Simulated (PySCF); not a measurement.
**Electron correlation in Ti³⁺ (titanium, charge +3)**

Starting occupation: [Ar] 3d1, 3d3/2 with m_j = +3/2. Calculation: PySCF 2.14, in x2c-QZVPPall-2c (11s9p5d3f2g, 102 functions); X2C-1e with screened-nucleus spin-orbit coupling, Gaussian nucleus. Frozen: [Ne]; 9 electrons correlated; the 8 highest virtual spinors left out.

MP2 pair energies summed by pair of shells (mhartree):

```json
{"pair": "3p-3p", "energy": "-151.27", "share (%)": "60.6"}
{"pair": "3d-3p", "energy": "-42.19", "share (%)": "16.9"}
{"pair": "3p-3s", "energy": "-41.09", "share (%)": "16.5"}
{"pair": "3s-3s", "energy": "-8.15", "share (%)": "3.3"}
{"pair": "3d-3s", "energy": "-7.01", "share (%)": "2.8"}
```

Total MP2 correlation energy: -249.71 mhartree.

The GHF reference relaxed away from the jj start to a determinant that is no pure jj level (⟨S²⟩ = 0.75, ⟨J²⟩ = 4.07); the energies belong to that determinant.

This basis was not built for core-valence correlation, so the inner-shell part is incomplete.
